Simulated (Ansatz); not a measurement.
Reaction (SMILES): F[C](F)CC(F)F → F[CH]CC(F)(F)F
Each molecule is optimised on its own at B3LYP-D3(BJ)/def2-TZVP (Ansatz, a quantum-chemistry and plane-wave program), one conformer each, not searched for the lowest.

Quantity: isomerisation energy (electronic energy difference), in kcal/mol. Correlated levels leave the core frozen unless marked. UHF or UKS for open shells. No spin-orbit coupling. Non-relativistic. CBS(X,Y): correlation extrapolated as X^-3; Hartree-Fock from the larger set.

```json
[
 {"level": "HF/cc-pwCVTZ", "program": "Ansatz", "isomerisation energy (kcal/mol)": "-5.9"},
 {"level": "SVWN5/def2-TZVPD", "program": "Ansatz", "isomerisation energy (kcal/mol)": "-5.1"},
 {"level": "PBE-D4/def2-TZVPD", "program": "Ansatz + dftd4", "isomerisation energy (kcal/mol)": "-3.9"},
 {"level": "BLYP/def2-TZVPD", "program": "Ansatz", "isomerisation energy (kcal/mol)": "-3.0"},
 {"level": "B97M-V/def2-TZVPD", "program": "Ansatz", "isomerisation energy (kcal/mol)": "-6.0"},
 {"level": "B3LYP-D4/def2-TZVPD", "program": "Ansatz + dftd4", "isomerisation energy (kcal/mol)": "-4.3"},
 {"level": "B3LYP/def2-TZVPD", "program": "Ansatz", "isomerisation energy (kcal/mol)": "-4.1"}
]
```

Q: Predict the CCSD(T)/CBS(cc-pVTZ,cc-pVQZ) result (Ansatz).

A: -5.5 kcal/mol
